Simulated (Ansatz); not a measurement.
**Nudged elastic band run: BBrH4O2**

Input:

```yaml
crystal:
  periodic: [false, false, false]
  atoms:
    - { symbol: B, position_ang: [-0.122391, -0.887481, 0.310849] }
    - { symbol: Br, position_ang: [1.744917, -1.44433, 0.20195] }
    - { symbol: O, position_ang: [-0.961992, -1.321206, -0.630858] }
    - { symbol: O, position_ang: [-0.536442, -0.09557, 1.311881] }
    - { symbol: H, position_ang: [1.072794, 2.080515, -1.439368] }
    - { symbol: H, position_ang: [0.526327, 2.513406, -1.168595] }
    - { symbol: H, position_ang: [-1.848728, -1.008923, -0.519088] }
    - { symbol: H, position_ang: [0.125514, 0.163688, 1.933328] }
basis:
  gaussian: { orbitals: def2-SVP }
hamiltonian:
  xc: hf
neb:
  order_check: false
  images: 5
  f_tol: 0.03
  max_iterations: 60
  max_displacement: 0.5
  optimiser: fire
  final_atoms:
    - { symbol: B, position_ang: [-0.3758813, 0.43318474, 0.66527091] }
    - { symbol: Br, position_ang: [2.44139542, -0.69961224, -2.74965352] }
    - { symbol: O, position_ang: [-0.17343376, -0.49372695, -0.29864411] }
    - { symbol: O, position_ang: [-1.38327475, 0.25052097, 1.5428385] }
    - { symbol: H, position_ang: [1.40844771, -0.59163154, -1.79155066] }
    - { symbol: H, position_ang: [0.34758579, 1.38766429, 0.70194398] }
    - { symbol: H, position_ang: [-0.78651012, -1.21448755, -0.26217748] }
    - { symbol: H, position_ang: [-1.47832999, 0.92818728, 2.19207139] }
  initial_path:
    images:
      - { positions_ang: [[-0.122391, -0.887481, 0.310849], [1.744917, -1.44433, 0.20195], [-0.961992, -1.321206, -0.630858], [-0.536442, -0.09557, 1.311881], [1.072794, 2.080515, -1.439368], [0.526327, 2.513406, -1.168595], [-1.848728, -1.008923, -0.519088], [0.125514, 0.163688, 1.933328]] }
      - { positions_ang: [[-0.16979267, -0.588288, 0.21307397], [1.81121269, -1.24599081, 0.05038168], [-0.998746, -1.05713524, -0.7193065], [-0.51524601, 0.004353, 1.3134385], [1.05266253, 1.66581673, -1.21821747], [0.40345417, 2.10785013, -1.00272476], [-1.74865955, -1.11496249, -0.56817354], [0.16511385, 0.22845568, 1.93162713]] }
      - { positions_ang: [[-0.21719435, -0.28909501, 0.11529893], [1.87750839, -1.04765162, -0.10118664], [-1.0355, -0.79306448, -0.80775499], [-0.49405003, 0.104276, 1.314996], [1.03253105, 1.25111847, -0.99706694], [0.28058134, 1.70229425, -0.83685453], [-1.6485911, -1.22100197, -0.61725908], [0.20471369, 0.29322336, 1.92992626]] }
      - { positions_ang: [[-0.26459602, 0.01009799, 0.0175239], [1.94380408, -0.84931243, -0.25275496], [-1.072254, -0.52899372, -0.89620349], [-0.47285404, 0.204199, 1.31655351], [1.01239958, 0.8364202, -0.77591642], [0.15770851, 1.29673838, -0.67098429], [-1.54852265, -1.32704146, -0.66634463], [0.24431354, 0.35799104, 1.92822538]] }
      - { positions_ang: [[-0.30169111, 0.15112691, 0.23343957], [2.10966786, -0.79941237, -1.08505448], [-0.77264725, -0.51723813, -0.69701703], [-0.77632761, 0.21963966, 1.39198184], [1.14441562, 0.36040295, -1.11446116], [0.22100093, 1.32704702, -0.21334153], [-1.29451847, -1.28952349, -0.53162225], [-0.32990097, 0.54805645, 2.01617405]] }
      - { positions_ang: [[-0.33878621, 0.29215582, 0.44935524], [2.27553164, -0.7495123, -1.917354], [-0.47304051, -0.50548254, -0.49783057], [-1.07980118, 0.23508031, 1.46741017], [1.27643167, -0.11561429, -1.45300591], [0.28429336, 1.35735565, 0.24430122], [-1.0405143, -1.25200552, -0.39689986], [-0.90411548, 0.73812187, 2.10412272]] }
      - { positions_ang: [[-0.3758813, 0.43318474, 0.66527091], [2.44139542, -0.69961224, -2.74965352], [-0.17343376, -0.49372695, -0.29864411], [-1.38327475, 0.25052097, 1.5428385], [1.40844771, -0.59163154, -1.79155066], [0.34758579, 1.38766429, 0.70194398], [-0.78651012, -1.21448755, -0.26217748], [-1.47832999, 0.92818728, 2.19207139]] }
```

Run as:

```bash
$ ansatz run input.yaml --threads 2 --pin off --max-ram 3072MiB --backend cpu --events-out ev --progress --plain --runs-dir out
```

Output, in part (warnings, iteration lines):

```
NEB end point (image 0): max|allowed force component| = 2.729e-2 eV/Å (the criterion of neb.relax_end_points is 1.000e-2)
NEB end point (image 6): max|allowed force component| = 2.401e-2 eV/Å (the criterion of neb.relax_end_points is 1.000e-2)
NEB iter   1: max|band force component| = 2.046e1 eV/Å  barrier→ = 2.9390 eV  barrier← = 2.7219 eV  Δτ_max = 0.3037 Å  (239 SCF iters)
NEB iter   2: max|band force component| = 1.268e1 eV/Å  barrier→ = 3.7955 eV  barrier← = 3.5784 eV  Δτ_max = 0.0532 Å  (192 SCF iters)
NEB iter   3: max|band force component| = 9.350e0 eV/Å  barrier→ = 2.6867 eV  barrier← = 2.4696 eV  Δτ_max = 0.0857 Å  (171 SCF iters)
NEB iter   4: max|band force component| = 6.220e0 eV/Å  barrier→ = 2.2687 eV  barrier← = 2.0516 eV  Δτ_max = 0.1018 Å  (167 SCF iters)
NEB iter   5: max|band force component| = 4.762e0 eV/Å  barrier→ = 2.2278 eV  barrier← = 2.0107 eV  Δτ_max = 0.0056 Å  (161 SCF iters)
NEB iter   6: max|band force component| = 4.351e0 eV/Å  barrier→ = 2.2262 eV  barrier← = 2.0090 eV  Δτ_max = 0.0101 Å  (170 SCF iters)
NEB iter   7: max|band force component| = 3.701e0 eV/Å  barrier→ = 2.2236 eV  barrier← = 2.0065 eV  Δτ_max = 0.0145 Å  (167 SCF iters)
NEB iter   8: max|band force component| = 3.068e0 eV/Å  barrier→ = 2.2213 eV  barrier← = 2.0042 eV  Δτ_max = 0.0183 Å  (168 SCF iters)
NEB iter   9: max|band force component| = 2.333e0 eV/Å  barrier→ = 2.2204 eV  barrier← = 2.0032 eV  Δτ_max = 0.0024 Å  (166 SCF iters)
NEB iter  10: max|band force component| = 2.220e0 eV/Å  barrier→ = 2.2204 eV  barrier← = 2.0033 eV  Δτ_max = 0.0047 Å  (171 SCF iters)
NEB iter  11: max|band force component| = 1.993e0 eV/Å  barrier→ = 2.2206 eV  barrier← = 2.0035 eV  Δτ_max = 0.0067 Å  (169 SCF iters)
NEB iter  12: max|band force component| = 1.653e0 eV/Å  barrier→ = 2.2211 eV  barrier← = 2.0040 eV  Δτ_max = 0.0082 Å  (170 SCF iters)
NEB iter  13: max|band force component| = 1.346e0 eV/Å  barrier→ = 2.2223 eV  barrier← = 2.0051 eV  Δτ_max = 0.0091 Å  (170 SCF iters)
NEB iter  14: max|band force component| = 1.235e0 eV/Å  barrier→ = 2.2244 eV  barrier← = 2.0073 eV  Δτ_max = 0.0095 Å  (171 SCF iters)
NEB iter  15: max|band force component| = 1.154e0 eV/Å  barrier→ = 2.2280 eV  barrier← = 2.0109 eV  Δτ_max = 0.0112 Å  (171 SCF iters)
NEB iter  16: max|band force component| = 1.090e0 eV/Å  barrier→ = 2.2342 eV  barrier← = 2.0171 eV  Δτ_max = 0.0013 Å  (172 SCF iters)
NEB iter  17: max|band force component| = 1.083e0 eV/Å  barrier→ = 2.2353 eV  barrier← = 2.0182 eV  Δτ_max = 0.0025 Å  (171 SCF iters)
NEB iter  18: max|band force component| = 1.070e0 eV/Å  barrier→ = 2.2375 eV  barrier← = 2.0204 eV  Δτ_max = 0.0038 Å  (170 SCF iters)
NEB iter  19: max|band force component| = 1.049e0 eV/Å  barrier→ = 2.2410 eV  barrier← = 2.0239 eV  Δτ_max = 0.0050 Å  (171 SCF iters)
NEB iter  20: max|band force component| = 1.022e0 eV/Å  barrier→ = 2.2458 eV  barrier← = 2.0287 eV  Δτ_max = 0.0062 Å  (172 SCF iters)
NEB iter  21: max|band force component| = 9.882e-1 eV/Å  barrier→ = 2.2522 eV  barrier← = 2.0351 eV  Δτ_max = 0.0074 Å  (172 SCF iters)
NEB iter  22: max|band force component| = 9.485e-1 eV/Å  barrier→ = 2.2602 eV  barrier← = 2.0431 eV  Δτ_max = 0.0095 Å  (172 SCF iters)
NEB iter  23: max|band force component| = 8.988e-1 eV/Å  barrier→ = 2.2710 eV  barrier← = 2.0539 eV  Δτ_max = 0.0119 Å  (171 SCF iters)
NEB iter  24: max|band force component| = 8.383e-1 eV/Å  barrier→ = 2.2856 eV  barrier← = 2.0685 eV  Δτ_max = 0.0148 Å  (172 SCF iters)
NEB iter  25: max|band force component| = 7.666e-1 eV/Å  barrier→ = 2.3047 eV  barrier← = 2.0876 eV  Δτ_max = 0.0182 Å  (170 SCF iters)
NEB iter  26: max|band force component| = 6.862e-1 eV/Å  barrier→ = 2.3294 eV  barrier← = 2.1123 eV  Δτ_max = 0.0220 Å  (170 SCF iters)
NEB iter  27: max|band force component| = 6.787e-1 eV/Å  barrier→ = 2.3600 eV  barrier← = 2.1429 eV  Δτ_max = 0.0260 Å  (172 SCF iters)
NEB iter  28: max|band force component| = 6.653e-1 eV/Å  barrier→ = 2.3954 eV  barrier← = 2.1783 eV  Δτ_max = 0.0301 Å  (171 SCF iters)
NEB iter  29: max|band force component| = 6.401e-1 eV/Å  barrier→ = 2.4322 eV  barrier← = 2.2151 eV  Δτ_max = 0.0340 Å  (170 SCF iters)
NEB iter  30: max|band force component| = 6.613e-1 eV/Å  barrier→ = 2.4623 eV  barrier← = 2.2452 eV  Δτ_max = 0.0400 Å  (169 SCF iters)
NEB iter  31: max|band force component| = 8.327e-1 eV/Å  barrier→ = 2.4714 eV  barrier← = 2.2542 eV  Δτ_max = 0.0475 Å  (168 SCF iters)
NEB iter  32: max|band force component| = 1.051e0 eV/Å  barrier→ = 2.4364 eV  barrier← = 2.2193 eV  Δτ_max = 0.0547 Å  (166 SCF iters)
NEB iter  33: max|band force component| = 1.285e0 eV/Å  barrier→ = 2.3246 eV  barrier← = 2.1075 eV  Δτ_max = 0.0730 Å  (167 SCF iters)
NEB iter  34: max|band force component| = 1.543e0 eV/Å  barrier→ = 2.0898 eV  barrier← = 1.8727 eV  Δτ_max = 0.1063 Å  (165 SCF iters)
NEB iter  35: max|band force component| = 1.606e0 eV/Å  barrier→ = 1.6871 eV  barrier← = 1.4700 eV  Δτ_max = 0.1472 Å  (164 SCF iters)
NEB iter  36: max|band force component| = 1.870e0 eV/Å  barrier→ = 1.3280 eV  barrier← = 1.1109 eV  Δτ_max = 0.1533 Å  (164 SCF iters)
NEB iter  37: max|band force component| = 5.542e0 eV/Å  barrier→ = 1.4948 eV  barrier← = 1.2776 eV  Δτ_max = 0.1433 Å  (165 SCF iters)
NEB iter  38: max|band force component| = 1.570e0 eV/Å  barrier→ = 1.4549 eV  barrier← = 1.2377 eV  Δτ_max = 0.0079 Å  (167 SCF iters)
NEB iter  39: max|band force component| = 1.245e0 eV/Å  barrier→ = 1.4581 eV  barrier← = 1.2409 eV  Δτ_max = 0.0144 Å  (170 SCF iters)
NEB iter  40: max|band force component| = 7.032e-1 eV/Å  barrier→ = 1.4655 eV  barrier← = 1.2484 eV  Δτ_max = 0.0184 Å  (169 SCF iters)
NEB iter  41: max|band force component| = 6.912e-1 eV/Å  barrier→ = 1.4773 eV  barrier← = 1.2601 eV  Δτ_max = 0.0196 Å  (169 SCF iters)
NEB iter  42: max|band force component| = 6.122e-1 eV/Å  barrier→ = 1.4919 eV  barrier← = 1.2748 eV  Δτ_max = 0.0196 Å  (168 SCF iters)
NEB iter  43: max|band force component| = 6.643e-1 eV/Å  barrier→ = 1.5083 eV  barrier← = 1.2912 eV  Δτ_max = 0.0199 Å  (169 SCF iters)
NEB iter  44: max|band force component| = 5.077e-1 eV/Å  barrier→ = 1.5252 eV  barrier← = 1.3081 eV  Δτ_max = 0.0206 Å  (169 SCF iters)
NEB iter  45: max|band force component| = 7.225e-1 eV/Å  barrier→ = 1.5433 eV  barrier← = 1.3261 eV  Δτ_max = 0.0225 Å  (170 SCF iters)
NEB iter  46: max|band force component| = 7.400e-1 eV/Å  barrier→ = 1.5611 eV  barrier← = 1.3440 eV  Δτ_max = 0.0272 Å  (170 SCF iters)
NEB iter  47: max|band force component| = 6.079e-1 eV/Å  barrier→ = 1.5765 eV  barrier← = 1.3594 eV  Δτ_max = 0.0322 Å  (168 SCF iters)
NEB iter  48: max|band force component| = 1.055e0 eV/Å  barrier→ = 1.5884 eV  barrier← = 1.3713 eV  CI = image 2  Δτ_max = 0.0359 Å  (168 SCF iters)
NEB iter  49: max|band force component| = 1.349e0 eV/Å  barrier→ = 1.6741 eV  barrier← = 1.4570 eV  CI = image 2  Δτ_max = 0.0186 Å  (168 SCF iters)
NEB iter  50: max|band force component| = 1.383e0 eV/Å  barrier→ = 1.7413 eV  barrier← = 1.5241 eV  CI = image 2  Δτ_max = 0.0376 Å  (169 SCF iters)
NEB iter  51: max|band force component| = 1.410e0 eV/Å  barrier→ = 1.8780 eV  barrier← = 1.6609 eV  CI = image 2  Δτ_max = 0.0568 Å  (169 SCF iters)
NEB iter  52: max|band force component| = 1.407e0 eV/Å  barrier→ = 2.0723 eV  barrier← = 1.8552 eV  CI = image 2  Δτ_max = 0.0746 Å  (169 SCF iters)
NEB iter  53: max|band force component| = 1.344e0 eV/Å  barrier→ = 2.2886 eV  barrier← = 2.0715 eV  CI = image 2  Δτ_max = 0.0885 Å  (168 SCF iters)
NEB iter  54: max|band force component| = 1.529e0 eV/Å  barrier→ = 2.4563 eV  barrier← = 2.2392 eV  CI = image 2  Δτ_max = 0.1004 Å  (168 SCF iters)
NEB iter  55: max|band force component| = 1.267e0 eV/Å  barrier→ = 2.4446 eV  barrier← = 2.2275 eV  CI = image 2  Δτ_max = 0.1120 Å  (167 SCF iters)
NEB iter  56: max|band force component| = 1.123e0 eV/Å  barrier→ = 2.1952 eV  barrier← = 1.9781 eV  CI = image 2  Δτ_max = 0.0056 Å  (166 SCF iters)
NEB iter  57: max|band force component| = 1.060e0 eV/Å  barrier→ = 2.1872 eV  barrier← = 1.9701 eV  CI = image 2  Δτ_max = 0.0109 Å  (170 SCF iters)
NEB iter  58: max|band force component| = 1.029e0 eV/Å  barrier→ = 2.1780 eV  barrier← = 1.9608 eV  CI = image 2  Δτ_max = 0.0160 Å  (170 SCF iters)
NEB iter  59: max|band force component| = 9.686e-1 eV/Å  barrier→ = 2.1771 eV  barrier← = 1.9599 eV  CI = image 2  Δτ_max = 0.0212 Å  (168 SCF iters)
NEB iter  60: max|band force component| = 9.424e-1 eV/Å  barrier→ = 2.1925 eV  barrier← = 1.9754 eV  CI = image 2  Δτ_max = 0.0260 Å  (170 SCF iters)
Error: NEB band did not converge after 60 iterations: max|band force component| = 9.42e-1 eV/Å (threshold 3.0e-2); raise `neb.max_iterations` in a new run, which can start from the last band evaluated (`neb.initial_path`, with `crystal.atoms` and `neb.final_atoms` set to its first and last images), …
```

The run ended unconverged. The band didn't meet its force threshold, so its energies are provisional: the largest band force was still 0.94 eV/Å, and over the last iterations the top moved between 2.18 and 2.19 eV. Neighbouring images lie up to 1.6 Å apart, so the band is torn or far too coarse. The orbitals stay closed-shell, which can raise the energy where a bond breaks towards radicals; this wasn't checked here.

Final band (atoms are numbered from 1 in the order of the input):

```json
{"image": "0", "path coordinate (Å)": "0.00", "energy (kcal/mol)": "0.0", "B1–Br2 (Å)": "1.95", "H5–H6 (Å)": "0.75", "B1–H6 (Å)": "3.77"}
{"image": "1", "path coordinate (Å)": "1.55", "energy (kcal/mol)": "7.0", "B1–Br2 (Å)": "1.98", "H5–H6 (Å)": "0.75", "B1–H6 (Å)": "2.44"}
{"image": "2", "path coordinate (Å)": "3.18", "energy (kcal/mol)": "50.6", "B1–Br2 (Å)": "2.63", "H5–H6 (Å)": "1.01", "B1–H6 (Å)": "1.31"}
{"image": "3", "path coordinate (Å)": "4.24", "energy (kcal/mol)": "11.5", "B1–Br2 (Å)": "3.35", "H5–H6 (Å)": "2.09", "B1–H6 (Å)": "1.21"}
{"image": "4", "path coordinate (Å)": "5.42", "energy (kcal/mol)": "7.6", "B1–Br2 (Å)": "3.91", "H5–H6 (Å)": "2.70", "B1–H6 (Å)": "1.20"}
{"image": "5", "path coordinate (Å)": "6.71", "energy (kcal/mol)": "5.9", "B1–Br2 (Å)": "4.12", "H5–H6 (Å)": "2.81", "B1–H6 (Å)": "1.20"}
{"image": "6", "path coordinate (Å)": "8.02", "energy (kcal/mol)": "5.0", "B1–Br2 (Å)": "4.57", "H5–H6 (Å)": "3.36", "B1–H6 (Å)": "1.20"}
```

The run took 2.3 min on 2 threads of AMD EPYC 9R45 96-Core Processor (Zen 5), on a shared host, peak memory 0.2 GiB.
